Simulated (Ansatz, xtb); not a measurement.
# Relaxing a trial structure of GaH5N2O

The starting geometry of this gas-phase singlet was built from a drawn formula by distance geometry; its bonds are those of `NN[O][GaH2]`.

```xyz
9

Ga    2.0858    0.6939    0.4194
N    -1.1563   -0.6753    0.6878
N     0.1369   -0.8611    1.0146
O     0.8844   -0.6214   -0.0710
H    -1.3572    0.3799    0.9089
H    -1.7754   -1.2817    1.2713
H     0.5002   -0.3923    1.8629
H     2.5792    1.6325   -0.7408
H     2.9021    0.4939    1.7805
```

Problem. Where would you expect an optimisation with r2SCAN-D4/def2-SVP to take it?

Solution. A new bond forms, giving a structure given below by its coordinates. Contacts that close: Ga1–N2 (3.53 → 2.19 Å).

The energy falls by 1.51 eV over 41 steps:

```tsv
step	E − E(last) (eV)
1	1.514
5	0.512
10	0.488
14	0.469
19	0.366
23	0.284
28	0.216
32	0.103
37	0.001
41	0.000
```

Final geometry (Å):

```yaml
atoms:
  - { symbol: Ga, position_ang: [1.8271, 0.1253, 0.3241] }
  - { symbol: N, position_ang: [-0.1837, -0.6565, 0.6889] }
  - { symbol: N, position_ang: [-0.1187, 0.2045, 1.8589] }
  - { symbol: O, position_ang: [0.8009, 1.2166, 1.4720] }
  - { symbol: H, position_ang: [-0.8890, -0.3745, -0.0050] }
  - { symbol: H, position_ang: [-0.3570, -1.6218, 0.9790] }
  - { symbol: H, position_ang: [-1.0157, 0.7009, 1.9287] }
  - { symbol: H, position_ang: [1.9778, 0.7035, -1.1191] }
  - { symbol: H, position_ang: [2.7580, -0.9295, 1.0061] }
```

From the same start GFN2-xTB reaches the same bonding as this run.

The end wasn't checked by frequencies. Run with Ansatz 0.2.0, 90 s on 2 threads of Intel(R) Xeon(R) Platinum 8259CL CPU @ 2.50GHz (Skylake/Cascade Lake), with other jobs on the host.
